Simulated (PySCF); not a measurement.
**Electron correlation in Ar³⁺ (argon, charge +3)**

[Ne] 3s2 3p3, high-spin 4S determinant. All numbers are calculated (PySCF 2.14, no relativity, point nucleus, in def2-SVP). Frozen: [Ne]; 5 electrons correlated.

MP2 pair energies summed by pair of shells (mhartree):

| pair | energy | share (%) |
| --- | --- | --- |
| 3s-3p | -47.48 | 66.1 |
| 3p-3p | -17.44 | 24.3 |
| 3s-3s | -6.93 | 9.6 |

Total MP2 correlation energy: -71.85 mhartree.

Same-spin part -18.74 and opposite-spin part -53.11 mhartree; SCS-MP2 scales them by 1/3 and 6/5 to -69.98 mhartree.

```csv
level,correlation energy (mhartree)
CCSD,-90.62
(T),-0.69
CCSD(T),-91.31
```

Diagnostics: T1 = 0.0011, D1 = 0.0032, largest double amplitude 0.058.

Cost of the coupled-cluster step: 0.08 s of wall time on 1 thread of Neoverse-V1 (shared host), for 5 correlated electrons.

Iterations:

```
CC2 = 0
CCSD nocc = (np.int64(4), np.int64(1)), nmo = (13, 13)
frozen orbitals [[0, 1, 2, 3, 4], [0, 1, 2, 3, 4]]
max_cycle = 100
direct = 0
conv_tol = 1e-08
conv_tol_normt = 1e-06
diis_space = 8
diis_start_cycle = 0
Init t2, MP2 energy = -0.0718511547730178
Init E_corr(UCCSD) = -0.0718511547731153
cycle = 1  E_corr(UCCSD) = -0.0864869338078694  dE = -0.014635779  norm(t1,t2) = 0.033463
cycle = 2  E_corr(UCCSD) = -0.0895707573631088  dE = -0.00308382356  norm(t1,t2) = 0.0088531
cycle = 3  E_corr(UCCSD) = -0.0906378633340117  dE = -0.00106710597  norm(t1,t2) = 0.00280006
cycle = 4  E_corr(UCCSD) = -0.0906201690033882  dE = 1.76943306e-05  norm(t1,t2) = 0.00022563
cycle = 5  E_corr(UCCSD) = -0.0906205917294631  dE = -4.22726075e-07  norm(t1,t2) = 1.59445e-05
cycle = 6  E_corr(UCCSD) = -0.0906203368853773  dE = 2.54844086e-07  norm(t1,t2) = 2.79773e-06
cycle = 7  E_corr(UCCSD) = -0.090620462638689  dE = -1.25753312e-07  norm(t1,t2) = 2.58556e-07
cycle = 8  E_corr(UCCSD) = -0.0906204421123638  dE = 2.05263252e-08  norm(t1,t2) = 6.76073e-08
cycle = 9  E_corr(UCCSD) = -0.0906204375203121  dE = 4.59205167e-09  norm(t1,t2) = 2.4227e-08
UCCSD converged
E(UCCSD) = -523.7476805704239  E_corr = -0.09062043752031212
UCCSD(T) correction = -0.000694610359667093
```
